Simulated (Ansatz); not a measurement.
`C#CO[CH2][AlH][CH3]` + `N=CO` → `C#CO[CH2][AlH][OH]` + `CC=N`  (formal exchange of groups at the Al–C bond)

Computed with Ansatz on PBE0-D4/def2-TZVP structures; ΔE is electronic, products minus reactants. CCSD(T)/CBS adds triple-zeta CCSD(T) − MP2 to the extrapolated MP2 energy (def2 sets, frozen cores). This one scheme is used for every species. Functionals use def2-TZVPP. B3LYP here is the variant with VWN-RPA as its local correlation; programs differ in this. Each species was taken in one conformer, which may not be the lowest.

```
             level  ΔE (kcal/mol)  difference from CCSD(T)/CBS
            PBE-D4          -23.6                          5.3
         r2SCAN-D4          -25.4                          3.5
          B3LYP-D4          -27.1                          1.8
           ωB97X-V          -26.3                          2.6
           ωB97M-V          -26.4                          2.5
            B2PLYP          -28.0                          0.9
               PBE          -23.7                          5.2
              PBE0          -24.8                          4.1
             B3LYP          -27.3                          1.6
    MP2/def2-TZVPP          -28.7                          0.2
   CCSD/def2-TZVPP          -28.9                          0.0
    MP2/def2-QZVPP          -29.2                         -0.3
SCS-MP2/def2-QZVPP          -29.9                         -1.0
      HF/CBS(def2)          -30.0                         -1.1
     MP2/CBS(def2)          -29.4                         -0.5
    CCSD/CBS(def2)          -29.5                         -0.6
       CCSD(T)/CBS          -28.9                            0
```

Largest T1 diagnostic among the species: 0.014.

From PBE to PBE0 (25 % exact exchange), in def2-TZVPP and without D4, ΔE moves by −1.0 kcal/mol. In def2-TZVPP, CCSD(T) changes the Hartree–Fock value by +1.3 kcal/mol (the triples alone add +0.6 kcal/mol) and MP2 by +0.9 kcal/mol.
